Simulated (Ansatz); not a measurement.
C$_{2}$H$_{5}$BOS (`OC1CBS1`). Total charge 0; spin multiplicity 1. The geometry is a stationary point of PBE0-D4/def2-TZVP. It is one conformer, not always the lowest.

```xyz
10

O     0.407   -1.626    0.825
C     0.600   -0.364    0.297
C    -0.651    0.508    0.344
B    -0.556    0.890   -1.178
S     0.760   -0.247   -1.576
H     1.241   -2.105    0.828
H     1.484    0.127    0.716
H    -1.521   -0.132    0.524
H    -0.650    1.286    1.111
H    -1.114    1.663   -1.890
```

Question: What is the dipole moment at PBE/def2-TZVPP? (Estimate.)

Answer: The calculation gave: 1.86 D, with components (1.14, -0.18, 1.46) D in this frame, pointing from negative to positive charge.

Question: And with r2SCAN, B3LYP, ωB97M-V? (Estimate.)

Answer: The calculation gave: r2SCAN 1.84 D, B3LYP 1.74 D, ωB97M-V 1.70 D.

Question: Give the Mulliken charges with PBE, r2SCAN, B3LYP in def2-TZVPP. (An estimate is asked.)

Answer: Ansatz gave: 
```
atom    PBE  r2SCAN  B3LYP
  O1  -0.26   -0.32  -0.30
  C2   0.09    0.21   0.12
  C3  -0.16   -0.15  -0.20
  B4   0.02    0.04   0.04
  S5  -0.16   -0.17  -0.17
  H6   0.19    0.21   0.19
  H7   0.09    0.06   0.10
  H8   0.09    0.07   0.10
  H9   0.08    0.05   0.08
 H10   0.02    0.01   0.04
```

B3LYP here is the variant with VWN-RPA as its local correlation; programs differ in this.
